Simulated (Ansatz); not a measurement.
Total energies of SbH2Me (CH5Sb) from Ansatz at CCSD(T)/def2-TZVPD, gas phase (1 Eh = 27.2114 eV = 2625.5 kJ/mol). The reference geometry is relaxed at PBE0-D4/def2-TZVP.

| atom | x (Å) | y (Å) | z (Å) |
| --- | --- | --- | --- |
| Sb1 | -1.1728 | -0.4522 | -0.6076 |
| H2 | -1.8246 | -0.3741 | 0.9725 |
| H3 | -1.4882 | 1.2106 | -0.8595 |
| C4 | 0.8621 | -0.1287 | 0.0472 |
| H5 | 1.2269 | -1.0419 | 0.5173 |
| H6 | 0.9174 | 0.6962 | 0.7540 |
| H7 | 1.4793 | 0.0900 | -0.8240 |

| state | geometry | energy (Eh) |
| --- | --- | --- |
| charge 0 singlet | reference | -280.60349 |
| charge -1 doublet | reference | -280.56627 |
| free Sb atom (quartet) | – | -239.56326 |
| free H atom (doublet) | – | -0.49981 |
| free C atom (triplet) | – | -37.78136 |

In the def2 sets Sb takes a core potential; there is no spin–orbit coupling. Correlated methods freeze 5 core orbitals; core or outer-core shells of Sb are correlated, in sets that lack core-valence functions.

**Question.** Work out the vertical electron affinity, to the doublet.

**Answer.** E(charge 0 singlet) − E(charge -1 doublet) = -280.60349 − (-280.56627) = -0.03722 Eh = -1.01 eV; negative, so the extra electron isn't bound.

**Question.** What is the binding energy per atom against free atoms?

**Answer.** Atoms: 1 × (-239.56326) + 5 × (-0.49981) + 1 × (-37.78136) = -279.84367 Eh. Binding: -279.84367 − (-280.60349) = 0.75982 Eh = 20.68 eV, or 2.95 eV for each of 7 atoms (no zero-point energy, no counterpoise term).

At CCSD(T)/def2-TZVPD the highest occupied level of the charge -1 doublet lies above zero (up to 1.45 eV). By energy differences it is unbound by 1.01 eV (vertical, against the charge 0 singlet, at CCSD(T)/def2-TZVPD) and held by the finite basis.
